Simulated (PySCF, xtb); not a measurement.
**Two structures of GeHNS**

Structure I is a singlet given by its coordinates and structure II is `[NH]=[Ge]=[S]`, a singlet. Both are isolated molecules in the gas phase, relaxed with PBE0-D4/def2-SVP.

I (Å):

```yaml
atoms:
  - { symbol: Ge, position_ang: [-0.8355, -0.5054, 1.3244] }
  - { symbol: N, position_ang: [0.6757, -0.2378, 0.2225] }
  - { symbol: S, position_ang: [-0.2978, 1.3186, 0.2352] }
  - { symbol: H, position_ang: [1.5441, -0.0849, 0.7470] }
```

Close contacts (Å): Ge1–N2 1.89, Ge1–S3 2.19, N2–S3 1.84, N2–H4 1.03.

II (Å):

```
atom    x (Å)    y (Å)    z (Å)
  Ge  -0.3270   0.5059   0.5506
   N   1.2116   0.5410  -0.1106
   S  -2.2372   0.8406   1.0558
   H   1.8735  -0.1696   0.2097
```

Problem. Estimate E(II) − E(I) at the level CCSD(T)/def2-TZVP.

Solution. Calculated at CCSD(T)/def2-TZVP: E(II) − E(I) = +0.046 eV, so structure I lies lower.

How the difference moves with the method:

```tsv
level	geometry	E(II) − E(I) (eV)	departure from the last row (eV)	job, with rough time for the two
GFN2-xTB	GFN2-xTB	+0.396	+0.350	optimisation, 0.6 s
HF/STO-3G	GFN2-xTB	+1.325	+1.279	single point, 4.2 s
r2SCAN-D4/def2-SVP	GFN2-xTB	−0.024	−0.070	single point, 35 s
PBE0-D4/def2-SVP	PBE0-D4/def2-SVP	+0.152	+0.106	optimisation, 2.8 min
HF/def2-TZVP	PBE0-D4/def2-SVP	+0.205	+0.159	part of the CCSD(T) run
MP2/def2-TZVP	PBE0-D4/def2-SVP	−0.105	−0.152	part of the CCSD(T) run
CCSD(T)/def2-TZVP	PBE0-D4/def2-SVP	+0.046		single point, 3.9 min
```

r2SCAN-D4/def2-SVP, MP2/def2-TZVP put the two in the other order. The largest departure from CCSD(T)/def2-TZVP is that of HF/STO-3G, 1.279 eV. No reliable frequencies are at hand for I or II, so they aren't confirmed as minima.

The correlated steps freeze 15 core orbitals; the filled d shell of Ge is correlated, in a basis made for valence electrons. Codes used: PySCF 2.14.0, xtb 6.7.1; the last row on 2 threads of Intel(R) Xeon(R) Processor @ 2.50GHz (Skylake/Cascade Lake) on a shared host.
